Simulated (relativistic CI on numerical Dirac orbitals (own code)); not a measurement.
**Line list: Electric-dipole lines, Sc XV**

Method of calculation: Dirac-Coulomb-Breit CI, orbitals from a KLI potential per configuration, a model potential for QED, unscaled Slater integrals (own radial code, finite nucleus).

Configuration list (outside the closed core 1s2): 2s2 2p3, 2s 2p4, 2p5, 2p4 3s, 2p4 3p, 2s2 2p2 3s, 2p4 3d, 2s2 2p2 3p, 2s2 2p2 3d, 2s 2p3 3s, 2s 2p3 3p, 2s 2p3 3d, 2s2 2p2 4s, 2s2 2p2 4p, 2s2 2p2 4d, 2s2 2p2 4f. Levels of other configurations are missing.

```
λ vac (Å)                Lower                    Upper   A (s⁻¹)  log gf  S velocity/length
   21.198    2s 2p4 4P_5/2 [6]  2s 2p3 3d 4D°_7/2 [179]  3.07e+12    0.22               0.99
   21.348  2s2 2p3 4S°_3/2 [1]   2s2 2p2 3d 4P_1/2 [60]  8.46e+12    0.06               0.97
   21.366  2s2 2p3 4S°_3/2 [1]   2s2 2p2 3d 4P_3/2 [59]  7.88e+12    0.33               0.97
   21.399  2s2 2p3 4S°_3/2 [1]   2s2 2p2 3d 4P_5/2 [58]  6.53e+12    0.43               0.97
   21.408  2s2 2p3 2P°_1/2 [4]   2s2 2p2 3d 2D_3/2 [84]  4.48e+12    0.09               0.99
   21.412  2s2 2p3 2D°_3/2 [2]   2s2 2p2 3d 2F_5/2 [76]  3.19e+12    0.12               1.01
   21.514  2s2 2p3 2P°_3/2 [5]   2s2 2p2 3d 2D_5/2 [83]  4.15e+12    0.24               0.99
   21.515  2s2 2p3 2D°_3/2 [2]   2s2 2p2 3d 2D_5/2 [70]  4.00e+12    0.22               1.00
   21.515  2s2 2p3 2D°_5/2 [3]   2s2 2p2 3d 2F_7/2 [74]  1.06e+13    0.77               1.00
   21.532  2s2 2p3 2D°_3/2 [2]   2s2 2p2 3d 2D_3/2 [69]  3.96e+12    0.04               0.95
   21.566  2s2 2p3 2D°_5/2 [3]   2s2 2p2 3d 2D_5/2 [70]  3.35e+12    0.15               0.96
   21.584    2s 2p4 4P_5/2 [6]  2s 2p3 3d 4P°_5/2 [152]  7.58e+12    0.50               0.96
   21.641    2s 2p4 4P_5/2 [6]  2s 2p3 3d 4D°_7/2 [148]  5.45e+12    0.49               0.98
   21.697  2s2 2p3 2D°_3/2 [2]   2s2 2p2 3d 2D_5/2 [66]  3.59e+12    0.18               0.98
   21.748  2s2 2p3 2D°_5/2 [3]   2s2 2p2 3d 2D_5/2 [66]  2.81e+12    0.08               0.93
   21.771    2s 2p4 4P_3/2 [7]  2s 2p3 3d 4D°_5/2 [147]  4.23e+12    0.26               0.97
   21.790  2s2 2p3 2P°_3/2 [5]   2s2 2p2 3d 2P_3/2 [77]  4.85e+12    0.14               0.94
   21.823  2s2 2p3 2P°_3/2 [5]   2s2 2p2 3d 2F_5/2 [76]  5.06e+12    0.34               0.99
   22.056   2s 2p4 2D_5/2 [10]  2s 2p3 3d 2F°_7/2 [184]  3.94e+12    0.36               1.01
   22.606    2s 2p4 4P_5/2 [6]  2s 2p3 3d 4D°_7/2 [109]  3.16e+12    0.29               1.00
```

Terms are leading LS components. Brackets give the number of a level in order of energy, since labels repeat. The list gives strong lines, with weight on those to low levels, among the lowest 200 of 359 levels, so that lines to higher ones, which can be the strongest, are missing. Levels whose partners in the same complex of configurations lie outside the list can be far off, and so can their lines. Rates are taken at the computed energies, electric ones in the length gauge. A velocity-to-length ratio far from 1 marks an uncertain rate.

At this charge energies of transitions that change n are usually good to better than 1 %, and those within a shell (Δn = 0) to a few per cent.

LS names give the leading component of a level, which can be under half, so a name can repeat, a term be missing and a line seem to break the LS rules.
